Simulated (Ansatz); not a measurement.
Species: BaCl₂, charge 1, multiplicity 2. 
Geometry from a B3LYP-D3(BJ)/def2-TZVP (Ansatz, a quantum-chemistry and plane-wave program) optimisation:
```xyz
3

Ba    -0.0470    -0.8699    -0.3243
Cl     1.0333     1.7194    -0.3730
Cl    -0.8785     1.1461     1.4414
```
Charge +1, spin multiplicity 2.

Basis-set convergence of Hartree-Fock and CCSD(T) correlation energies (hartree) with Ansatz. Correlated levels leave the core frozen unless marked. UHF or UKS for open shells. No spin-orbit coupling. Frozen are the shells of the preceding noble gas and the d and f shells that filled before the atom's block. The outer core of K, Ca and their heavier congeners is not correlated, a term that matters for these elements. In def2 rows, elements after Kr have scalar-relativistic effective core potentials. The program attaches cautions to a run behind CCSD(T)/def2-SVP: other roots.

| basis | functions | E(HF) | E(corr, CCSD(T)) |
|---|---|---|---|
| def2-SVP | 66 | -943.69406 | -0.30246 |
| def2-TZVPP | 124 | -944.02785 | -0.43685 |
| def2-QZVPP | 200 | -944.05900 | -0.48025 |

Extrapolating the two largest sets (X = 3 and 4) as X^-3: E(corr) = (64·(-0.48025) - 27·(-0.43685))/37 = -0.5119 Eh, an estimate of the basis-set limit. The largest set recovers 93.8 % of it, the smallest 59.1 %.
